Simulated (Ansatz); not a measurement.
The same molecule with X = B, Al, Ga, In. Ansatz, PBE0-D4/def2-TZVP geometries, multiplicity 1.

Elements past krypton have def2 core potentials. Scalar relativity is left out up to krypton.

```csv
X,molecule,mean X–F bond length / Å,mean X–Si bond length / Å,HOMO–LUMO gap (B3LYP/def2-TZVPP) / eV,HOMO energy (PBE0/def2-TZVPP) / eV,HOMO–LUMO gap (PBE/def2-TZVPP) / eV
Al,`[F][Al]([F])[SiH3]`,1.643,2.431,6.82,-8.68,5.29
Ga,`[F][Ga]([F])[SiH3]`,1.750,2.387,6.87,-9.08,5.28
In,`[F][In]([F])[SiH3]`,1.944,2.541,6.47,-8.90,4.93
```

Question: Give the row for X = B, `FB(F)[SiH3]`. (An estimate is asked.)

Answer: The calculation gave: 
```tsv
X	molecule	mean X–F bond length / Å	mean X–Si bond length / Å	HOMO–LUMO gap (B3LYP/def2-TZVPP) / eV	HOMO energy (PBE0/def2-TZVPP) / eV	HOMO–LUMO gap (PBE/def2-TZVPP) / eV
B	`FB(F)[SiH3]`	1.319	2.035	7.54	-9.13	5.63
```

From B to In the mean X–F bond length rises at each step, by 0.625 Å in all; the mean X–Si bond length isn't monotonic: highest at In, lowest at B; the HOMO–LUMO gap (B3LYP/def2-TZVPP) isn't monotonic: highest at B, lowest at In; the HOMO energy (PBE0/def2-TZVPP) isn't monotonic: highest at Al, lowest at B; the HOMO–LUMO gap (PBE/def2-TZVPP) falls at each step, by 0.70 eV in all. Bonds lengthen as the atom grows down the group.

B3LYP here is the variant with VWN-RPA as its local correlation; programs differ in this.
